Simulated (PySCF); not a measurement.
C4H7ClSi.

```xyz
13

C     -1.2155     1.9363    -0.9184
C     -0.9267     0.6343    -0.1987
Si    -2.2741    -0.6914    -0.1250
C      0.2230     0.3713     0.3779
C      1.3568     0.0740     0.9608
Cl     2.6746    -0.7312     0.1226
H     -1.4753     1.7437    -1.9730
H     -0.3526     2.6170    -0.8905
H     -2.0808     2.4471    -0.4635
H     -2.6607    -1.0831    -1.5133
H     -3.4850    -0.1309     0.5464
H     -1.7799    -1.8772     0.6231
H      1.5769     0.2979     2.0078
```
Charge 0, spin multiplicity 1.

Coordinates come from a B3LYP-D3(BJ)/def2-SVP optimisation. This is a generated structure with no PubChem entry under its InChIKey; it may be hypothetical.

All values below come from PBE/pcSseg-1 in PySCF. Non-relativistic, no solvent.

Computed absolute GIAO shielding of each atom: isotropic value and principal components (ppm):
```tsv
atom	σ(iso)	σ11	σ22	σ33	span
C1	157.2	144.1	149.5	178.1	34.0
C2	75.4	-3.2	67.3	162.0	165.2
Si3	401.1	359.9	388.6	454.7	94.8
C4	-38.4	-64.8	-52.7	2.3	67.1
C5	80.8	25.6	87.9	128.8	103.3
Cl6	743.6	627.5	662.5	940.8	313.2
H7	29.2	25.6	27.6	34.5	8.9
H8	29.2	25.2	28.1	34.1	8.9
H9	29.3	25.5	27.6	34.7	9.2
H10	26.8	24.1	25.1	31.3	7.2
H11	26.8	24.0	25.2	31.4	7.4
H12	27.0	23.6	26.2	31.1	7.5
H13	25.1	20.4	25.0	30.0	9.5
```
